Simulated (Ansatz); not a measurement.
Start from `[CH3][Zn][CH2]O` and change one atom or group to get `[CH3][Zn][CH2]Cl`.

Ansatz, PBE0-D4/def2-TZVP geometries, multiplicity 1. Each molecule was computed in one conformer, which needn't be the lowest.

Scalar relativity is left out up to krypton.

```tsv
property	`[CH3][Zn][CH2]O`
LUMO energy (PBE0/def2-TZVPP) / eV	-0.35
LUMO energy (ωB97M-V/def2-TZVPP) / eV	0.96
size of the dipole moment (ωB97M-V/def2-TZVPP) / D	1.58
HOMO–LUMO gap (ωB97M-V/def2-TZVPP) / eV	9.52
HOMO energy (ωB97M-V/def2-TZVPP) / eV	-8.56
HOMO–LUMO gap (B3LYP/def2-TZVPP) / eV	5.47
```

**Question.** What does the change do to each property? (Estimate.)

**Answer.** Ansatz gave: 
```json
{"property": "LUMO energy (PBE0/def2-TZVPP) / eV", "`[CH3][Zn][CH2]Cl`": "-0.39", "shift": "-0.04"}
{"property": "LUMO energy (ωB97M-V/def2-TZVPP) / eV", "`[CH3][Zn][CH2]Cl`": "0.96", "shift": "0.00"}
{"property": "size of the dipole moment (ωB97M-V/def2-TZVPP) / D", "`[CH3][Zn][CH2]Cl`": "2.14", "shift": "0.56"}
{"property": "HOMO–LUMO gap (ωB97M-V/def2-TZVPP) / eV", "`[CH3][Zn][CH2]Cl`": "10.20", "shift": "0.68"}
{"property": "HOMO energy (ωB97M-V/def2-TZVPP) / eV", "`[CH3][Zn][CH2]Cl`": "-9.25", "shift": "-0.69"}
{"property": "HOMO–LUMO gap (B3LYP/def2-TZVPP) / eV", "`[CH3][Zn][CH2]Cl`": "6.16", "shift": "0.69"}
```

Dipoles are sizes alone; their direction can turn.

B3LYP here is the variant with VWN-RPA as its local correlation; programs differ in this.
